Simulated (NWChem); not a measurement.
System meant: MoHS$_{2}$OF; SMILES [O]=[Mo]([F])(=[S])[SH]

NWChem input:

```
start job
memory heap 200 mb stack 900 mb global 1100 mb
geometry units angstroms noautoz
  Mo     0.246511    -0.083347     0.047255
  O      0.970037    -0.070720     1.539378
  S     -1.231382    -1.583395     0.006136
  F      1.463324    -0.347599    -1.309777
  S     -0.806124     1.972182    -0.103794
  H     -1.695940     1.592778    -1.051851
end
basis spherical
  * library def2-svp
end
dft
  xc pbe0
  iterations 150
  mulliken
end
task dft energy
```

End of the output:

```
             Northwest Computational Chemistry Package (NWChem) 7.3.0
             --------------------------------------------------------

 C1  symmetry detected

                             Geometry "geometry" -> ""
                             -------------------------

 Output coordinates in angstroms (scale by  1.889725989 to convert to a.u.)

  No.       Tag          Charge          X              Y              Z
 ---- ---------------- ---------- -------------- -------------- --------------
    1 Mo                  42.0000     0.26702788    -0.10472693     0.07850980
    2 O                    8.0000     0.81300279    -0.14675745     1.64382932
    3 S                   16.0000    -1.26811276    -1.52708520    -0.15864555
    4 F                    9.0000     1.61805638    -0.41425876    -1.13430135
    5 S                   16.0000    -0.65882650     2.00332831    -0.15590968
    6 H                    1.0000    -1.45067260     1.68102994    -1.20645026

 Effective nuclear repulsion energy (a.u.)     697.1779405774

                                 NWChem DFT Module
                                 -----------------

 Summary of "ao basis" -> "ao basis" (spherical)
 ------------------------------------------------------------------------------
       Tag                 Description            Shells   Functions and Types
 ---------------- ------------------------------  ------  ---------------------
 Mo                         def2-svp                11       31   5s3p2d1f
 O                          def2-svp                 6       14   3s2p1d
 S                          def2-svp                 8       18   4s3p1d
 F                          def2-svp                 6       14   3s2p1d
 H                          def2-svp                 3        5   2s1p

            General Information
            -------------------
          SCF calculation type: DFT
          Wavefunction type:  closed shell.
          No. of atoms     :     6
          No. of electrons :    92
           Alpha electrons :    46
            Beta electrons :    46
          Charge           :     0
          Spin multiplicity:     1
          Use of symmetry is: off; symmetry adaption is: off
          Maximum number of iterations: 150
          AO basis - number of functions:   100
                     number of shells:    42
          Convergence on energy requested:  1.00D-06
          Convergence on density requested:  1.00D-05
          Convergence on gradient requested:  5.00D-04

              XC Information
              --------------
                         PBE0 Method XC Functional
                     Hartree-Fock (Exact) Exchange  0.250
          PerdewBurkeErnzerhof Exchange Functional  0.750
            Perdew 1991 LDA Correlation Functional  1.000 local
           PerdewBurkeErnz. Correlation Functional  1.000 non-local

             Grid Information
             ----------------
          Grid used for XC integration:  medium
          Radial quadrature: Mura-Knowles
          Angular quadrature: Lebedev.
          Tag              B.-S. Rad. Rad. Pts. Rad. Cut. Ang. Pts.
          ---              ---------- --------- --------- ---------
          Mo                  1.45      123           9.0       590
          O                   0.60       49          11.0       434
          S                   1.00       88          10.0       590
          F                   0.50       49          10.0       434
          H                   0.35       45          11.0       434
          Grid pruning is: on
          Number of quadrature shells:   442
          Spatial weights used:  Erf1

      Superposition of Atomic Density Guess
      -------------------------------------

 Sum of atomic energies:       -1753.50441835

      Non-variational initial energy
      ------------------------------

 Total energy =   -1761.502099
 1-e energy   =   -3772.637381
 2-e energy   =    1313.957342
 HOMO         =      -1.337990
 LUMO         =      -1.167551

     ---------------------------------------------
      Total Density - Mulliken Population Analysis
     ---------------------------------------------

    Atom       Charge   Shell Charges
 -----------   ------   -------------------------------------------------------
    1 Mo  42    49.39   2.00  2.02  2.03  2.59 -0.43  6.06  8.66 -0.23 10.42  2.02 14.23
    2 O    8     9.56   1.99  1.25  0.64  4.17  1.37  0.13
    3 S   16    12.15   2.00  1.99  0.85  0.26  5.92  1.14 -0.30  0.28
    4 F    9     9.48   1.99  1.14  0.71  3.71  1.87  0.06
    5 S   16    11.40   2.00  1.99  0.84  0.64  5.91  0.47 -0.50  0.04
    6 H    1     0.03   0.12 -0.09  0.00

   convergence    iter        energy       DeltaE   RMS-Dens  Diis-err
 ---------------- ----- ----------------- --------- --------- ---------
 d= 0,ls=0.0,diis     1  -1796.4123849145 -2.49D+03  5.67D-01  4.40D+01
 d= 0,ls=0.0,diis     2  -1735.4000842874  6.10D+01  2.69D-01  2.54D+02
 d= 0,ls=0.0,diis     3  -1800.7112889328 -6.53D+01  1.39D-01  3.08D+01
 d= 0,ls=0.0,diis     4  -1802.1690037109 -1.46D+00  1.18D-01  2.23D+01
 d= 0,ls=0.0,diis     5  -1804.7810778165 -2.61D+00  8.85D-02  2.28D+00
 d= 0,ls=0.0,diis     6  -1804.3954737786  3.86D-01  7.30D-02  4.54D+00
 d= 0,ls=0.0,diis     7  -1805.0739886239 -6.79D-01  1.42D-02  1.03D+00
 d= 0,ls=0.0,diis     8  -1805.1912977026 -1.17D-01  9.00D-03  1.04D-01
  Resetting Diis
 d= 0,ls=0.0,diis     9  -1805.1988573968 -7.56D-03  3.39D-03  6.93D-02
 d= 0,ls=0.0,diis    10  -1805.2050661294 -6.21D-03  1.04D-02  7.84D-03
 d= 0,ls=0.0,diis    11  -1805.1903125505  1.48D-02  7.62D-03  1.09D-01
 d= 0,ls=0.0,diis    12  -1805.2062417782 -1.59D-02  6.99D-04  4.98D-04
 d= 0,ls=0.0,diis    13  -1805.2062890167 -4.72D-05  2.46D-04  1.24D-04
 d= 0,ls=0.0,diis    14  -1805.2063047476 -1.57D-05  7.05D-05  2.73D-06
 d= 0,ls=0.0,diis    15  -1805.2063051364 -3.89D-07  1.85D-05  4.09D-07
 d= 0,ls=0.0,diis    16  -1805.2063051783 -4.19D-08  9.50D-06  1.20D-07

         Total DFT energy =    -1805.206305178307
      One electron energy =    -4003.623563115202
           Coulomb energy =     1601.659444271582
    Exchange-Corr. energy =     -100.420126912040
 Nuclear repulsion energy =      697.177940577353

 Numeric. integr. density =       92.000004624717

                       DFT Final Molecular Orbital Analysis
                       ------------------------------------

[...]
```

Question: Can this run be used? If not, why, and what is the fix?

Answer: The run ends normally but its numbers are meaningless: the def2 basis of a heavy element holds valence functions alone and wants its effective core potential (without it all electrons must fit into that basis). This input runs:
```
start job
memory heap 200 mb stack 900 mb global 1100 mb
geometry units angstroms noautoz
  Mo     0.246511    -0.083347     0.047255
  O      0.970037    -0.070720     1.539378
  S     -1.231382    -1.583395     0.006136
  F      1.463324    -0.347599    -1.309777
  S     -0.806124     1.972182    -0.103794
  H     -1.695940     1.592778    -1.051851
end
basis spherical
  * library def2-svp
end
ecp
  Mo library def2-ecp
end
dft
  xc pbe0
  iterations 150
  mulliken
end
task dft energy
```
It converges to -1039.56232 Ha (PBE0/def2-SVP with def2 effective core potentials on Mo). The faulty run gave -1805.206 Ha, with all electrons squeezed into the valence basis.
